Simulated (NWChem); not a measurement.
# CH$_{3}$BClFS; SMILES CSB(F)Cl

```xyz
8

B      0.3000     0.3906     0.0000
Cl    -0.3217     2.0427     0.0000
F      1.6210     0.1953     0.0000
S     -0.8599    -0.9832     0.0000
C      0.2780    -2.4225     0.0000
H      0.9136    -2.4221    -0.9046
H     -0.3583    -3.3264     0.0000
H      0.9136    -2.4221     0.9046
```
Atoms are numbered in this order, from 1.

Program: NWChem. Pople sets run with spherical d functions. The geometry was optimised at PBE-D3(BJ)/def2-SVP. LC-ωPBE (HJS hole) with 6-31G*; x = 1 − exp(−ω/0.25 bohr⁻¹) is a scale chosen for this fit.

| row | x | −ε(HOMO) (eV) |
|---|---|---|
| ω = 0.20 | 0.551 | 9.03 |
| ω = 0.35 | 0.753 | 10.14 |
| ω = 0.50 | 0.865 | withheld |
| ω = 0.60 | 0.909 | 11.03 |
| ω = 0.80 | 0.959 | 11.33 |

**Question.** Fit a straight line of the last column on the one before it, predict the withheld value, and compare with the run.

**Answer.** 
1. Means of the 4 shown rows: x = 0.7930, y = 10.383. Slope Σ(x − x̄)(y − ȳ)/Σ(x − x̄)² = 0.5694/0.1012 = 5.628; intercept 5.919.
2. The shown rows scatter about the line by 0.012 (root mean square); the largest residual is -0.02, at ω = 0.35.
3. At x = 0.865 (ω = 0.50; inside the shown range) the line gives 10.79.
4. The run gives 10.77, -0.02 from the line.
